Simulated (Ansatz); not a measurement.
`C[O][Ge]([F])([SH])[Cl]` + H₂ → `[F][GeH]([SH])[Cl]` + CH₃OH  (hydrogenolysis of a Ge–O bond)

Program: Ansatz. Geometries: PBE0-D4/def2-TZVP. ΔE: electronic, gas phase. CBS: MP2 limit from def2 TZ/QZ plus the TZ coupled-cluster correction, frozen cores. This one scheme is used for every species. DFT in def2-TZVPP. For Ge outer-core shells are correlated without core-valence functions, which leaves a few kJ/mol of doubt a bond. Scalar relativity is left out up to krypton. Each species was taken in one conformer, which may not be the lowest.

CCSD(T)/CBS gives +0.27 eV.

Another level gave +0.27 eV. Which?
A. PBE-D4/def2-TZVPP
B. r2SCAN/def2-TZVPP
C. HF/def2-TZVPP
D. MP2/def2-TZVPP

B. r2SCAN 0.27, HF/def2-TZVPP 0.09, PBE-D4 0.22, MP2/def2-TZVPP 0.37 eV.

Largest T1 diagnostic among the species: 0.012.

In def2-TZVPP, CCSD(T) changes the Hartree–Fock value by +0.21 eV (the triples alone add +0.06 eV) and MP2 by +0.27 eV. The D4 term adds +0.14 eV with B3LYP and +0.08 eV with PBE0; it sums over pairs of atoms, weighted by their polarisabilities, and B3LYP, whose exchange is more repulsive, gets the larger term.

B3LYP here is the variant with VWN-RPA as its local correlation; programs differ in this.
